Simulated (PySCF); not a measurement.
**Stationary points of GaHF**

Computed with PBE0 in PySCF with Ga def2-TZVP, H def2-TZVP, F def2-TZVP; no relativity; density-fitted integrals.

Relaxations began from a few typed shapes; open shells are unrestricted. The search is not exhaustive: other isomers or separated fragments can lie lower, and high-lying points may rest on an excited occupation.

```tsv
spin	group	bonds	angles	imaginary modes (cm⁻¹)	ΔE (kJ/mol)	ΔE with ZPE (kJ/mol)
doublet	Cs	Ga–F 1.767 Å, Ga–H 1.610 Å	F–Ga–H 114.1°	none	0.0	0.0
doublet	C∞v	Ga–F 1.803 Å, Ga–H 1.860 Å	F–Ga–H 180.0°	648i, 648i	92.8	–
```

The lowest minimum found is the doublet Cs: Ga–F 1.767 Å, Ga–H 1.610 Å; F–Ga–H 114.1°.
